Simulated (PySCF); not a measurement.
C₂H₆N, SMILES [N](C)C, multiplicity 2.

Coordinates come from a ωB97X-D3(BJ)/def2-TZVP optimisation. The isomer is the one that the SMILES or the coordinates give; other isomers of the formula were not compared.

Level of theory: r2SCAN/def2-TZVPD run with PySCF.

Gas-phase values at a fixed geometry.

Computed frontier levels, dipole moment and polarisability:
```json
{
  "α spin, highest occupied and lowest empty level": "-6.11 and 0.55 eV",
  "β spin, highest occupied and lowest empty level": "-6.03 and -2.77 eV",
  "dipole_moment": "0.358 e·Å",
  "quadrupole, principal values (traceless, Buckingham form, about the centre of nuclear charge)": "-3.54, 0.54, 3.00 D·Å",
  "mean_static_polarisability": "37.5 bohr³ (5.56 Å³)",
  "polarisability_principal_values": "32.5, 36.2, 43.9 bohr³",
  "⟨S²⟩": "0.757 (pure state 0.75)"
}
```
